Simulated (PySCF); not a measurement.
dibromo(difluoro)methane (CBr2F2), SMILES C(F)(F)(Br)Br. The structure is a stationary point at PBE-D3(BJ)/def2-SVP.

Computed equilibrium geometry at PBE-D3(BJ)/def2-SVP (PySCF confirms it by a frequency run) as a Z-matrix, and its point group:
point group C2v.
```
C
F 1 1.3343
F 1 1.3343 2 108.73
Br 1 1.9620 2 109.21 3 -119.08
Br 1 1.9620 2 109.21 3 119.08
```
Charge 0, spin multiplicity 1.
